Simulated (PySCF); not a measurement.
C₃H₅O₃, SMILES [CH2]OC(=O)OC, multiplicity 2.

Geometry: PBE-D3(BJ)/def2-SVP. The isomer is the one that the SMILES or the coordinates give; other isomers of the formula were not compared.

Method: PBE-D3(BJ)/def2-SVP in PySCF 2.14.0.

Frequencies are harmonic and unscaled.

Q: Give all harmonic wavenumbers and intensities. (The exact figures need the calculation; the answer reports its results.)

A: 
```csv
mode,ν (cm⁻¹),IR (km/mol),moving atoms (share of kinetic energy)
1,100,1.1,"H 88 %, O 8 %"
2,125,2.1,"C 55 %, H 23 %, O 22 %"
3,163,62.9,"H 75 %, C 19 %"
4,199,4.8,"O 58 %, H 39 %"
5,237,4.8,"C 52 %, H 27 %, O 22 %"
6,310,2.3,"H 77 %, O 19 %"
7,349,21.8,"O 56 %, C 27 %, H 17 %"
8,518,1.1,"C 53 %, O 35 %, H 12 %"
9,665,1.4,"O 83 %, H 13 %"
10,732,19.9,"C 78 %, O 21 %"
11,900,26.2,"O 66 %, H 19 %, C 15 %"
12,1049,18.5,"C 53 %, O 38 %, H 8 %"
13,1132,0.2,"H 76 %, C 19 %"
14,1140,16.8,"H 63 %, O 19 %, C 18 %"
15,1163,7.3,"H 61 %, C 24 %, O 15 %"
16,1236,42.1,"O 53 %, C 33 %, H 14 %"
17,1283,729.7,"C 59 %, O 32 %, H 9 %"
18,1376,18.5,"H 84 %, C 16 %"
19,1404,9.3,H 97 %
20,1410,73.7,"H 84 %, C 10 %"
21,1427,10.3,"H 89 %, C 9 %"
22,1814,273.8,"C 66 %, O 33 %"
23,2975,32.9,H 97 %
24,3064,14.4,"H 90 %, C 10 %"
25,3110,4.3,H 96 %
26,3113,8.1,"H 90 %, C 10 %"
27,3278,0.1,"H 88 %, C 12 %"
```
